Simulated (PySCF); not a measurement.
Can point charges reproduce the dipole moment of `N(=C\[C@@H]1SCCC1)/C`?

Coordinates (GFN2-xTB, Å) and charges (e) from the PBE0/pcSseg-1 density (PySCF):

```json
{"atom": "C1", "x": "-2.883", "y": "-0.824", "z": "-0.117", "Mulliken": "-0.0907", "IAO": "-0.3021", "Hirshfeld": "-0.0718", "ESP-fitted": "-0.3666"}
{"atom": "N2", "x": "-1.647", "y": "-0.117", "z": "-0.023", "Mulliken": "-0.4405", "IAO": "-0.2816", "Hirshfeld": "-0.1305", "ESP-fitted": "-0.2725"}
{"atom": "C3", "x": "-0.916", "y": "0.031", "z": "-1.032", "Mulliken": "+0.1838", "IAO": "+0.0284", "Hirshfeld": "+0.0355", "ESP-fitted": "+0.2624"}
{"atom": "C4", "x": "0.391", "y": "0.742", "z": "-0.965", "Mulliken": "-0.4185", "IAO": "-0.1951", "Hirshfeld": "-0.0309", "ESP-fitted": "-0.1256"}
{"atom": "C5", "x": "0.753", "y": "1.266", "z": "0.416", "Mulliken": "-0.1346", "IAO": "-0.2592", "Hirshfeld": "-0.0745", "ESP-fitted": "-0.1201"}
{"atom": "C6", "x": "1.282", "y": "0.072", "z": "1.201", "Mulliken": "-0.2154", "IAO": "-0.2579", "Hirshfeld": "-0.0730", "ESP-fitted": "-0.2644"}
{"atom": "C7", "x": "2.332", "y": "-0.589", "z": "0.324", "Mulliken": "-0.2980", "IAO": "-0.3342", "Hirshfeld": "-0.0722", "ESP-fitted": "+0.0379"}
{"atom": "S8", "x": "1.702", "y": "-0.492", "z": "-1.390", "Mulliken": "-0.0061", "IAO": "+0.0255", "Hirshfeld": "-0.0257", "ESP-fitted": "-0.2792"}
{"atom": "H9", "x": "-3.685", "y": "-0.141", "z": "0.169", "Mulliken": "+0.1197", "IAO": "+0.1570", "Hirshfeld": "+0.0488", "ESP-fitted": "+0.1532"}
{"atom": "H10", "x": "-2.868", "y": "-1.638", "z": "0.608", "Mulliken": "+0.1196", "IAO": "+0.1564", "Hirshfeld": "+0.0490", "ESP-fitted": "+0.1608"}
{"atom": "H11", "x": "-3.085", "y": "-1.227", "z": "-1.119", "Mulliken": "+0.0827", "IAO": "+0.1113", "Hirshfeld": "+0.0339", "ESP-fitted": "+0.1069"}
{"atom": "H12", "x": "-1.166", "y": "-0.376", "z": "-2.024", "Mulliken": "+0.0871", "IAO": "+0.1020", "Hirshfeld": "+0.0333", "ESP-fitted": "+0.0532"}
{"atom": "H13", "x": "0.428", "y": "1.513", "z": "-1.738", "Mulliken": "+0.1665", "IAO": "+0.1588", "Hirshfeld": "+0.0439", "ESP-fitted": "+0.1272"}
{"atom": "H14", "x": "1.526", "y": "2.033", "z": "0.330", "Mulliken": "+0.1245", "IAO": "+0.1356", "Hirshfeld": "+0.0390", "ESP-fitted": "+0.1103"}
{"atom": "H15", "x": "-0.129", "y": "1.691", "z": "0.891", "Mulliken": "+0.1422", "IAO": "+0.1594", "Hirshfeld": "+0.0388", "ESP-fitted": "+0.0500"}
{"atom": "H16", "x": "1.712", "y": "0.372", "z": "2.157", "Mulliken": "+0.1278", "IAO": "+0.1428", "Hirshfeld": "+0.0448", "ESP-fitted": "+0.1006"}
{"atom": "H17", "x": "0.459", "y": "-0.619", "z": "1.384", "Mulliken": "+0.1415", "IAO": "+0.1504", "Hirshfeld": "+0.0321", "ESP-fitted": "+0.1141"}
{"atom": "H18", "x": "3.281", "y": "-0.051", "z": "0.353", "Mulliken": "+0.1515", "IAO": "+0.1454", "Hirshfeld": "+0.0356", "ESP-fitted": "+0.0644"}
{"atom": "H19", "x": "2.502", "y": "-1.635", "z": "0.568", "Mulliken": "+0.1570", "IAO": "+0.1572", "Hirshfeld": "+0.0438", "ESP-fitted": "+0.0874"}
```

Problem. Compute μ = Σ q r for each scheme (1 e·Å = 4.803 D) and compare with the dipole of the full density.

Solution. The full density gives (-0.73, 0.38, 0.64) D, 1.04 D in size; dipole vectors point from the negative to the positive end.

```
    scheme     μx     μy     μz  size (D)  share of the full size (%)  angle to the full dipole (°)
  Mulliken  -0.73  -0.44   0.71      1.11                         107                            45
       IAO  -0.39   0.01  -0.01      0.39                          37                            46
 Hirshfeld  -0.27   0.01  -0.09      0.29                          28                            62
ESP-fitted  -0.70   0.38   0.65      1.03                          99                             1
```

Problem. Which set comes closest?

Solution. Length of the difference vector: ESP-fitted 0.03 D, IAO 0.82 D, Mulliken 0.83 D, Hirshfeld 0.94 D. Closest: ESP-fitted. ESP charges are fitted to the potential around the molecule, whose slowest-falling term is the dipole's. The schemes that divide the density aren't constrained to reproduce the dipole.

Problem. What is left for the Hirshfeld atoms' own dipoles?

Solution. The shares of the density sum to the whole, so what Σ q r misses lies in dipoles about the nuclei. The atomic dipoles sum to (-0.73, 0.38, 0.64) − (-0.27, 0.01, -0.09) = (-0.46, 0.37, 0.73) D, 0.94 D in size.

Problem. With the origin at the mean of the coordinates, (-0.001, 0.000, 0.000) Å, which are the largest single terms, by size, of the ESP-fitted dipole along the direction of the full one?

Solution. S8 +2.98, C1 -2.87, H9 +1.93, N2 -1.43, H10 +1.36 D; all 19 atoms together +1.03 D. The single terms depend on the origin, their sum doesn't.

Problem. Give the size of the full dipole in other units.

Solution. 1.04 D = 0.410 au = 0.217 e·Å = 3.47 × 10⁻³⁰ C·m.

One conformer (not necessarily the lowest) at the GFN2-xTB geometry, without solvent, vibrations or thermal averaging.
